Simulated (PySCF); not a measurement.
One of the candidates below gave these computed data.

All candidates are C6H11S (charge -1).

- NMR, other nuclei: isotropic shieldings of nuclei other than C and H, by class: 727 (1 S) ppm [GIAO PBE0/pcSseg-1]
- 1H NMR: chemical shifts (computed TMS as zero) by class: 4.12 (2 H), 3.14 (2 H), 1.98 (1 H), 1.39 (2 H), 1.22 (2 H), 0.62 (2 H) ppm [GIAO PBE0/pcSseg-1]
- Rotational structure: rotational constants A, B, C: 4.018, 1.394, 1.343 GHz [GFN2-xTB]
- 13C NMR: chemical shifts (computed TMS as zero) by class: 47.9 (1 C), 39.5 (1 C), 31.7 (2 C), 29.4 (2 C) ppm [GIAO PBE0/pcSseg-1]

The electronic properties come from PySCF, for the isolated species, density fitting. Levels stand in brackets. Geometry: GFN2-xTB, one conformer, isolated ion. The HOMO energy is positive, so at this level the finite basis confines the outermost electrons. No diffuse functions stand in pcSseg-1, which bears on an anion's orbital energies. NMR classes are plain means over equivalent atoms (diastereotopic ones count apart unless rotation or inversion swaps them), as if these changed places fast.

Task: Which candidate is it?
A. `[S-]CC1CCCC1`
B. `CC[C@@H]([S-])C1CC1`
C. `CC(C)C1([S-])CC1`

Result: A. It is `[S-]CC1CCCC1`. Numbering: `[S-:1][CH2:2][CH:3]1[CH2:4][CH2:5][CH2:6][CH2:7]1`. 6 carbons fall into 4 classes; from least to most shielded: sp3 CH carbon [C3] (47.9 ppm), chain sp3 carbon bound to sulfur [C2] (39.5 ppm), ring CH2 carbon [C5/C6] (31.7 ppm, 2 C, up to 2.9 ppm apart in this geometry), ring CH2 carbon [C4/C7] (29.4 ppm, 2 C, up to 6.7 ppm apart in this geometry). Hydrogen classes from least to most shielded: 2 H on 2 ring CH2 carbons, C4/C7 (4.12 ppm), 2 H on an sp3 carbon bound to sulfur, C2 (3.14 ppm), 1 H on an sp3 CH carbon, C3 (1.98 ppm), 2 H on 2 ring CH2 carbons, C5/C6 (1.39 ppm), 2 H on 2 ring CH2 carbons, C5/C6 (1.22 ppm), 2 H on 2 ring CH2 carbons, C4/C7 (0.62 ppm). The other shieldings belong to: 727 ppm, thiolate sulfur [S1]. The optimised geometry has point group C1 and is an asymmetric top.

The others, at the same levels:
- `CC[C@@H]([S-])C1CC1` fails: it has 6 carbon classes against 4; its computed 13C shifts are 57.3 (1 C), 47.7 (1 C), 27.7 (1 C), 15.8 (1 C), 9.8 (1 C), 6.6 (1 C) ppm, 1H shifts are 2.20 (1 H), 2.12 (1 H), 1.40 (1 H), 0.85 (3 H), 0.34 (1 H), 0.21 (1 H), 0.05 (1 H), -0.04 (1 H), -0.05 (1 H) ppm and rotational constant A is 2.240 GHz (against 4.018 GHz).
- `CC(C)C1([S-])CC1` fails: its computed 13C shifts are 43.6 (1 C), 34.4 (1 C), 23.8 (2 C), 23.0 (2 C) ppm, 1H shifts are 1.18 (6 H), 0.38 (1 H), 0.06 (2 H), 0.04 (2 H) ppm and rotational constant A is 2.545 GHz (against 4.018 GHz).

Each candidate is one conformer, not necessarily the lowest. The conformers computed, where there is a choice (atom-mapped SMILES and torsion angles):
- `[CH3:1][CH2:2][C@@H:3]([S-:4])[CH:5]1[CH2:6][CH2:7]1`: C1–C2–C3–S4 173°, C2–C3–C5–C6 161°
- `[CH3:1][CH:2]([CH3:3])[C:4]1([S-:5])[CH2:6][CH2:7]1`: C1–C2–C4–S5 -61°

The conformers of `[S-]CC1CCCC1` aren't listed.
